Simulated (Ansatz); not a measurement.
Species: sum formula SiN2H5 (charge 0, doublet). It need not be the lowest isomer of its formula. 
Geometry from a B3LYP-D3(BJ)/def2-TZVP (Ansatz, a program for electronic structure) optimisation:
```xyz
8

N      1.3167    -0.8871    -0.0377
Si     0.1441     0.4163    -0.0034
N     -1.4914    -0.0802     0.0412
H      2.2860    -0.5573    -0.0641
H      0.4035     1.2169     1.2205
H      0.3354     1.2205    -1.2374
H     -1.9326    -0.4678    -0.7781
H     -1.8866    -0.4701     0.8825
```
Charge 0, spin multiplicity 2.

Parts of the frozen-core correlation energy in aug-cc-pV(Q+d)Z (Ansatz, hartree). Frozen orbitals: 7; correlated occupied orbitals by spin: 10 and 9; virtual: 462 and 463. Open shells are spin-unrestricted. No spin-orbit coupling. Non-relativistic.

| term | value |
|---|---|
| reference (HF) | -400.82418 |
| MP2 opposite-spin | … |
| MP2 same-spin | -0.11833 |
| CCSD correlation | … |
| (T) | … |
| T1 diagnostic | 0.014 |
| largest doubles amplitude | 0.009 |
| <S^2> of the reference | 0.760 |

Q: Some entries are withheld; supply them.

A: 
- MP2 opposite-spin, value: -0.43715
- CCSD correlation, value: -0.58638
- (T), value: -0.02227
